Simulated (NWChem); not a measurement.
# GeSiH₅, doublet; SMILES [SiH2][GeH3]

```xyz
7

Si     0.1385    -1.5917     0.0224
Ge     0.0371     0.7810     0.0141
H      1.0036    -2.1581    -1.0596
H     -1.2055    -2.2496    -0.0058
H     -0.7993     1.2655     1.2127
H      1.4596     1.3576     0.1380
H     -0.6009     1.3307    -1.2800
```
Atoms are numbered in this order, from 1.

Level: PBE0/def2-SVP, spin-unrestricted (NWChem), optimised geometry, unscaled harmonic frequencies. 

```json
[
 {"frequency (cm⁻¹)": "115", "IR intensity (km/mol)": "0.0"},
 {"frequency (cm⁻¹)": "359", "IR intensity (km/mol)": "1.0"},
 {"frequency (cm⁻¹)": "373", "IR intensity (km/mol)": "14.6"},
 {"frequency (cm⁻¹)": "392", "IR intensity (km/mol)": "14.6"},
 {"frequency (cm⁻¹)": "566", "IR intensity (km/mol)": "16.5"},
 {"frequency (cm⁻¹)": "595", "IR intensity (km/mol)": "0.4"},
 {"frequency (cm⁻¹)": "793", "IR intensity (km/mol)": "265.8"},
 {"frequency (cm⁻¹)": "884", "IR intensity (km/mol)": "33.3"},
 {"frequency (cm⁻¹)": "885", "IR intensity (km/mol)": "29.8"},
 {"frequency (cm⁻¹)": "911", "IR intensity (km/mol)": "68.0"},
 {"frequency (cm⁻¹)": "2127", "IR intensity (km/mol)": "98.0"},
 {"frequency (cm⁻¹)": "2155", "IR intensity (km/mol)": "83.7"},
 {"frequency (cm⁻¹)": "2159", "IR intensity (km/mol)": "89.4"},
 {"frequency (cm⁻¹)": "2205", "IR intensity (km/mol)": "71.5"},
 {"frequency (cm⁻¹)": "2230", "IR intensity (km/mol)": "108.3"}
]
```

```yaml
zero_point_energy: 23.9 kcal/mol
thermal correction to the enthalpy at 298.15 K (with zero-point energy): 27.7 kcal/mol
heat capacity Cv: 16.8 cal/(mol K)
"entropy at 298.15 K and 1 atm (symmetry number 1, electronic part: spin degeneracy alone)": 72.9 cal/(mol K)
dipole_moment: 0.08 D
```

Rigid rotor and harmonic oscillator.
